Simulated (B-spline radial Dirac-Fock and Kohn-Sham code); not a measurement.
## Atomic SCF run for Te⁶⁺

ΔSCF core binding energies without Breit or QED terms, calculated with an atomic code on a B-spline grid. Keys: rel is the Hamiltonian (dirac, or spin-free x2c and nr, where L3 and M5 stand for the whole 2p and 3d shells), method is hf or an exchange,correlation pair (spin-unpolarised, also for the hole states), nuc the nuclear model, radius_factor scales its radius, rmax is the box in bohr, h the logarithmic mesh step, order the B-spline order, points the quadrature points per cell, c_factor scales the speed of light, and damp, ndamp, maxit and tol steer the iteration. The run stops when the commutator error falls below 10·tol·max(1, Z/10), or the numerical noise floor, and the energy has settled to about 1e-8 Ha; the virial ratio is −V/T.

Input (task.json):

```json
{"items": [{"Z": 52, "q": 6, "cfg": [[1, 0, 2], [2, 0, 2], [2, 1, 6], [3, 0, 2], [3, 1, 6], [3, 2, 10], [4, 0, 2], [4, 1, 6], [4, 2, 10]], "A": 130, "rrms": 4.7423, "do": "settings", "holes": ["K", "L3", "M5"],
  "settings": [{"rel": "dirac", "method": "hf", "nuc": "fermi", "radius_factor": 0.8, "rmax": 45.0, "h": 0.3, "order": 8, "points": 10, "c_factor": 1.0, "maxit": 60, "damp": 0.8, "ndamp": 3, "tol": 1e-06}]}]}
```

Command: `python xray2_run.py task.json out`

Ground-state iterations:

```
iter   energy (Ha)        error
   1    -6763.37147629  1.80e+00
   2    -6781.12120767  7.08e-01
   3    -6783.40707853  5.11e-01
   4    -6784.61322365  3.66e-01
   5    -6785.63142046  1.44e-01
   6    -6785.91822156  6.61e-03
   7    -6785.91866269  6.33e-04
   8    -6785.91866613  1.38e-05
   9    -6785.91866614  1.33e-06
```

The ground state converged in 9 iterations, with total energy -6785.91867 Ha, virial ratio 1.94551 and highest orbital energy -124.43 eV. ΔSCF binding energies: K (1s) 32011.1 eV, L3 (2p3/2) 4437.7 eV, M5 (3d5/2) 659.4 eV.
